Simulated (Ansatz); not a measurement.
`[SiH3]O[B]Cl` radical at its PBE0-D4/def2-TZVP geometry, where that method's forces vanish. The species carries charge 0 and has multiplicity 2.

| atom | x (Å) | y (Å) | z (Å) |
| --- | --- | --- | --- |
| Si1 | 0.053 | -0.432 | -0.954 |
| O2 | -0.351 | 0.105 | 0.571 |
| B3 | 0.270 | 0.843 | 1.479 |
| Cl4 | -0.422 | 1.246 | 3.031 |
| H5 | -0.981 | 0.078 | -1.883 |
| H6 | 1.395 | 0.072 | -1.327 |
| H7 | 0.036 | -1.911 | -0.917 |

Problem. For each bond, give half the difference of the two atoms' forces along it (eV/Å; positive pushes the atoms apart) under PBE-D4, r2SCAN-D4, B3LYP-D4, ωB97M-V in def2-TZVPP. (Estimate.)

Solution. Ansatz gave: 
```csv
bond,length (Å),PBE-D4,r2SCAN-D4,B3LYP-D4,ωB97M-V
Si1–O2,1.667,0.22,-0.05,0.12,0.18
Si1–H5,1.480,0.03,-0.03,-0.09,-0.15
Si1–H6,1.482,0.01,-0.02,-0.07,-0.14
Si1–H7,1.480,0.04,-0.02,-0.09,-0.14
O2–B3,1.324,0.30,0.23,-0.02,0.01
B3–Cl4,1.747,0.06,0.06,0.15,0.07
```

B3LYP here is the variant with VWN-RPA as its local correlation; programs differ in this.
